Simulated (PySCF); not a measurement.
Working out the ionisation energy of Sn

Sn [Kr] 4d10 5s2 5p2 (3P) → Sn⁺ [Kr] 4d10 5s2 5p1 (2P). All numbers are calculated (PySCF 2.14, a scalar-relativistic core potential, in aug-cc-pwCVTZ-PP with ECP28MDF). Frozen: 4s2 4p6 4d10. Energies in hartree (1 hartree = 27.21139 eV):

```json
{"part": "UHF", "Sn (lower)": "-213.340604", "Sn⁺ (upper)": "-213.088951"}
{"part": "CCSD correlation", "Sn (lower)": "-0.057514", "Sn⁺ (upper)": "-0.044989"}
{"part": "(T)", "Sn (lower)": "-0.001734", "Sn⁺ (upper)": "-0.000710"}
```

What does Hartree-Fock give?

(-213.088951) − (-213.340604) = 0.251653 hartree = 6.848 eV.

What do CCSD and CCSD(T) give?

The CCSD correlation energies differ by 0.012525 hartree = 0.341 eV and the triples by 0.001024 hartree = 0.028 eV, so CCSD gives 7.189 eV and CCSD(T) 7.217 eV.

Measured between the centres of the two terms (NIST): 7.389 eV, so CCSD(T) (valence) is off by -0.172 eV.

What remains against the reference includes basis incompleteness, the frozen core and higher excitations.
